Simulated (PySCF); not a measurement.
# Radial density of Sb⁺ (antimony, charge +1)

r2SCAN0, [Kr] 4d10 5s2 5p2, high-spin 3P determinant. All numbers are calculated (PySCF 2.14, no relativity, point nucleus, in dyall-av2z (22s16p12d, 130 functions)).

```csv
r (bohr),4πr²ρ (e/bohr),4πr²(ρα − ρβ)
0.000533,0.3156,0.0000
0.000896,0.8605,0.0000
0.00151,2.287,0.0000
0.00254,5.827,0.0000
0.00426,13.82,0.0000
0.00717,29.11,0.0000
0.0121,50.32,0.0006
0.0203,63.90,0.0042
0.0341,57.83,0.0168
0.0574,64.41,0.0351
0.0966,83.04,0.0127
0.162,59.96,0.0077
0.273,68.95,0.0641
0.460,26.79,0.0289
0.773,25.27,0.1223
1.30,9.341,0.1288
2.19,2.579,0.9864
3.68,0.5340,0.3480
6.19,0.01697,0.0154
10.4,8.749e-05,0.0001
```

A non-relativistic calculation at this Z misses sizeable relativistic shifts.
